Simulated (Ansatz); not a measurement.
```yaml
crystal:
  periodic: [false, false, false]
  atoms:
    - {symbol: Cd, position_ang: [0.213150, -0.261379, -2.157331]}
    - {symbol: Cd, position_ang: [0.655273, -1.598118, 1.277562]}
    - {symbol: Cd, position_ang: [-1.994822, 0.187136, 0.798878]}
    - {symbol: Te, position_ang: [-1.719685, -1.870994, 2.497659]}
    - {symbol: Te, position_ang: [1.747859, 2.298711, -1.065244]}
    - {symbol: Te, position_ang: [-1.574178, 2.044096, -1.073980]}
    - {symbol: Te, position_ang: [2.672412, -0.799451, -0.277543]}
basis:
  gaussian: {orbitals: STO-3G}
magnetization: {spin_polarized: true, initial_magnetization: 4}
hamiltonian: {xc: hf}
scf: {omitted_lower_state_checks: [starts]}
output: {orbitals: {seedname: orbitals}}
```

```sh
$ ansatz run in.yaml --threads 4 --pin off --events-out ev --progress --plain --max-ram 6963MiB
```

**Question.** Does this run fit into the memory that it is given?

**Answer.** No. It has 189 basis functions, and Ansatz plans for 7.12 GiB where 6.79 GiB are given.
